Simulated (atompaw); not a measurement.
# How hard is this Sm (Z = 62) PAW (atompaw) potential?

samarium (Sm), PAW, made with atompaw 4.2.0.5 (PBE, scalar-relativistic). Core [Kr] 4d10, reference 4f6 5s2 5p6 5d0.5 6s1.5 6p0. Waves: 5s (bound); 6s (bound); 5p (bound); 6p (bound, empty); 5d (bound); 5d channel at 0.6 Ry; 4f (bound); 4f channel at 5 Ry. Local part: bessel scheme, radius 2.75 bohr. Core correction: smooth core density matched at 2.70 bohr. Augmentation charge: sinc compensation charge, radius 2.55 bohr; PAW radius 3.00 bohr; waves and projectors: bloechl.

The pseudo-atom Hamiltonian at the reference potential is diagonalised in spherical Bessel functions j_l(qr) that vanish at 20 bohr, with q² up to the cutoff. All-electron valence levels (Ry): 5s -3.1346, 6s -0.2481, 5p -1.6649, 6p -0.0819, 5d -0.1001, 4f -0.1396.

Problem. How do the lowest levels (Ry) of each channel move with the cutoff, and are there ghosts?

Solution.

```json
{"cutoff (Ry)": "8", "s #1": "-3.1035", "s #2": "-0.2460", "s #3": "0.0000", "p #1": "-1.5995", "p #2": "-0.0745", "d #1": "-0.0936", "d #2": "0.0459", "f #1": "0.0612", "Σ f·Δε (mRy)": "1666.3"}
{"cutoff (Ry)": "10", "s #1": "-3.1243", "s #2": "-0.2476", "s #3": "-0.0003", "p #1": "-1.6367", "p #2": "-0.0783", "d #1": "-0.0982", "d #2": "0.0453", "f #1": "-0.0051", "Σ f·Δε (mRy)": "998.8"}
{"cutoff (Ry)": "15", "s #1": "-3.1338", "s #2": "-0.2481", "s #3": "-0.0003", "p #1": "-1.6629", "p #2": "-0.0815", "d #1": "-0.0999", "d #2": "0.0451", "f #1": "-0.0971", "Σ f·Δε (mRy)": "268.9"}
{"cutoff (Ry)": "18", "s #1": "-3.1345", "s #2": "-0.2481", "s #3": "-0.0003", "p #1": "-1.6643", "p #2": "-0.0817", "d #1": "-0.1000", "d #2": "0.0451", "f #1": "-0.1161", "Σ f·Δε (mRy)": "144.9"}
{"cutoff (Ry)": "25", "s #1": "-3.1346", "s #2": "-0.2481", "s #3": "-0.0004", "p #1": "-1.6649", "p #2": "-0.0818", "d #1": "-0.1001", "d #2": "0.0451", "f #1": "-0.1374", "Σ f·Δε (mRy)": "13.4"}
{"cutoff (Ry)": "30", "s #1": "-3.1346", "s #2": "-0.2481", "s #3": "-0.0004", "p #1": "-1.6649", "p #2": "-0.0818", "d #1": "-0.1001", "d #2": "0.0451", "f #1": "-0.1392", "Σ f·Δε (mRy)": "2.5"}
{"cutoff (Ry)": "40", "s #1": "-3.1346", "s #2": "-0.2481", "s #3": "-0.0004", "p #1": "-1.6649", "p #2": "-0.0818", "d #1": "-0.1001", "d #2": "0.0450", "f #1": "-0.1396", "Σ f·Δε (mRy)": "0.1"}
{"cutoff (Ry)": "45", "s #1": "-3.1346", "s #2": "-0.2481", "s #3": "-0.0004", "p #1": "-1.6649", "p #2": "-0.0818", "d #1": "-0.1001", "d #2": "0.0450", "f #1": "-0.1396", "Σ f·Δε (mRy)": "0.0"}
{"cutoff (Ry)": "400", "s #1": "-3.1346", "s #2": "-0.2481", "s #3": "-0.0004", "p #1": "-1.6649", "p #2": "-0.0818", "d #1": "-0.1001", "d #2": "0.0450", "f #1": "-0.1396", "Σ f·Δε (mRy)": "0.0"}
```

Result: no extra level below or beside the all-electron valence levels (s, p, d, f tested); 10 mRy is reached at 30 Ry and 1 mRy at 35 Ry.
